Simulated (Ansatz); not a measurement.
The same path of H$_{3}$OSSn (6 atoms, charge -1, multiplicity 1) was run twice with different band settings. The coordinate that changes most is the dihedral O1–S2–Sn3–H4.

All numbers below come from RKS PBE/def2-SVP in Ansatz.

Relaxed end points:

```xyz
6
Properties=species:S:1:pos:R:3
O 0.255 -2.621 1.444
S 1.050 -1.612 0.532
Sn -0.140 0.520 -0.251
H -1.559 0.516 -1.354
H 1.069 1.373 -1.235
H -0.675 1.823 0.865
```

```xyz
6
Properties=species:S:1:pos:R:3
O 0.583 -2.756 1.035
S 0.271 -1.284 1.504
Sn -0.109 0.507 -0.288
H -1.498 0.492 -1.428
H 1.166 1.035 -1.439
H -0.413 2.006 0.616
```

Common settings: spring 5.0 eV/Å²; optimiser quadratic models (default); start path IDPP; force threshold 0.03 eV/Å; iteration limit 60; end points relaxed.

| run | movable images | climbing image |
| --- | --- | --- |
| 1 | 7 | yes |
| 2 | 4 | no |

Q: What does each run give, and how far can it be trusted?

A: Run 1: converged after 11 iterations, highest image 0.029 eV above the first end. A vibrational analysis at the climbing image gives one clearly imaginary mode, 81i cm⁻¹: a first-order saddle point.
Run 2: converged after 12 iterations, highest image 0.025 eV above the first end. No image climbed, so the highest image needn't sit at the top of the path.
Limits of this set-up: an anion without diffuse functions, the dipole of an ion depends on the origin.
